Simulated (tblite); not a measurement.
Compound: C4H7BS.
Atom-mapped SMILES: `[CH:1]#[C:2][B:3]([CH3:4])[S:5][CH3:6]` (hydrogens: H7 on C1; H8, H9, H10 on C4; H11, H12, H13 on C6)

Computed with GFN2-xTB (tblite), gas phase: L-BFGS steps from a force-field or distance-geometry start until the largest atomic force falls under 0.01 eV/Å.

Step 11: E = -450.1685 eV
```
atom  x, y, z in Å  |  force x, y, z in eV/Å
C1     -0.3060    2.4942    0.4267    0.052  -0.063  -0.028
C2     -0.3130    1.2893    0.3548   -0.135  -0.097  -0.103
B3     -0.5803   -0.1607    0.0146    0.073   0.110  -0.248
C4     -2.0800   -0.6878   -0.0630    0.110  -0.004   0.100
S5      0.6412   -1.3059   -0.6041    0.083   0.021   0.137
C6      2.3289   -0.7318   -0.1539   -0.271  -0.061  -0.061
H7     -0.2877    3.5476    0.4693    0.084  -0.109   0.095
H8     -2.1273   -1.7558    0.1374   -0.033  -0.046  -0.057
H9     -2.5200   -0.5316   -1.0507    0.093   0.049   0.121
H10    -2.7151   -0.1895    0.6621   -0.123   0.084  -0.006
H11     2.4014    0.3387   -0.0283   -0.199   0.144  -0.018
H12     2.9815   -1.0631   -0.9499    0.112  -0.028  -0.064
H13     2.5721   -1.2432    0.7673    0.155  -0.001   0.132
```

Step 12: E = -450.1794 eV
```
atom  x, y, z in Å  |  force x, y, z in eV/Å
C1     -0.2950    2.4864    0.4314    0.034  -0.013  -0.046
C2     -0.3021    1.2836    0.3430   -0.132  -0.029  -0.057
B3     -0.5771   -0.1589    0.0050    0.062   0.049  -0.262
C4     -2.0728   -0.6825   -0.0713   -0.036  -0.029   0.121
S5      0.6369   -1.3163   -0.5841    0.096  -0.138   0.054
C6      2.3174   -0.7329   -0.1518   -0.082   0.012  -0.010
H7     -0.2852    3.5377    0.4783    0.104  -0.030   0.106
H8     -2.1145   -1.7482    0.1338   -0.040  -0.116  -0.039
H9     -2.5372   -0.5360   -1.0480    0.150   0.078   0.055
H10    -2.7044   -0.1867    0.6571   -0.138   0.109   0.053
H11     2.3745    0.3412   -0.0340   -0.176   0.098  -0.009
H12     2.9746   -1.0550   -0.9519    0.045  -0.023   0.005
H13     2.5805   -1.2319    0.7748    0.114   0.033   0.028
```

Question: Estimate the geometry and energy of step 13. (The exact step hangs on the optimiser's Hessian estimate; all steps are aligned on step 12, rigid shifts and turns removed.)

Answer: E = -450.1872 eV, largest force 0.243 eV/Å
```
atom  x, y, z in Å  |  force x, y, z in eV/Å
C1     -0.2865    2.4804    0.4340    0.023   0.033  -0.051
C2     -0.2956    1.2793    0.3348   -0.111   0.016  -0.057
B3     -0.5737   -0.1561   -0.0093    0.014  -0.049  -0.205
C4     -2.0680   -0.6790   -0.0750   -0.128  -0.045   0.120
S5      0.6350   -1.3272   -0.5677    0.074  -0.231  -0.010
C6      2.3082   -0.7329   -0.1504    0.093   0.069   0.035
H7     -0.2816    3.5298    0.4866    0.114   0.035   0.116
H8     -2.1064   -1.7446    0.1301   -0.038  -0.124  -0.015
H9     -2.5468   -0.5385   -1.0443    0.163   0.097  -0.008
H10    -2.6990   -0.1830    0.6545   -0.107   0.099   0.075
H11     2.3521    0.3446   -0.0381   -0.155   0.031  -0.009
H12     2.9699   -1.0497   -0.9528   -0.016  -0.001   0.062
H13     2.5881   -1.2227    0.7800    0.074   0.069  -0.054
```

The energy changes by -0.0079 eV. The first-order estimate −F·Δx gives -0.0106 eV and the mean of the old and new forces, exact on a quadratic surface, -0.0079 eV. The step makes an angle of 66° with the force vector and moves no atom by more than 0.023 Å.

The cost below is that of the whole relaxation. The run took 0.51 s of wall time on an Arm Neoverse N1 with one thread, no GPU, on a shared host.
